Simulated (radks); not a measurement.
Effect of the nuclear size on neutral thulium, [Xe] 4f13 6s2. Method: Dirac Kohn-Sham, exchange-only LDA, spin-unpolarised, spherical densities, finite nucleus; open shells fill j = l - 1/2 first; Fermi nuclear charge, rms radius 5.2256 fm; computed with a radial shooting solver on a logarithmic mesh with Libxc functionals. The rms radius is varied about that value; shifts are against it.

| rms radius (fm) | total energy shift (eV) | density at nucleus (e/bohr^3) | 1s1/2 shift (meV) | 2s1/2 shift (meV) | 4p1/2 shift (meV) | 5s1/2 shift (meV) | 5p1/2 shift (meV) | 6s1/2 shift (meV) | 4f7/2 shift (meV) |
|---|---|---|---|---|---|---|---|---|---|
| 4.4209 | -9.99 | 9.942e+05 | -4090 | -550 | 0.217 | -4.22 | 0.402 | -0.151 | 0.700 |
| 4.9434 | -3.64 | 9.616e+05 | -1490 | -200 | 0.079 | -1.54 | 0.146 | -0.055 | 0.255 |
| 5.2256 | 0 | 9.458e+05 | 0.000 | 0.000 | 0.000 | 0.000 | 0.000 | 0.000 | 0.000 |
| 5.7429 | 7.03 | 9.195e+05 | 2880 | 387 | -0.151 | 2.97 | -0.282 | 0.106 | -0.493 |
| 6.0565 | 11.5 | 9.051e+05 | 4710 | 634 | -0.246 | 4.87 | -0.462 | 0.174 | -0.807 |

Slopes of the eigenvalues against <r^2> in GHz/fm^2, as finite differences over the two radii next to the reference (eigenvalue slopes, not the field-shift constants of lines): 1s1/2 123000, 2s1/2 16600, 4p1/2 -6.49, 5s1/2 128, 5p1/2 -12.1, 6s1/2 4.57, 4f7/2 -21.2.
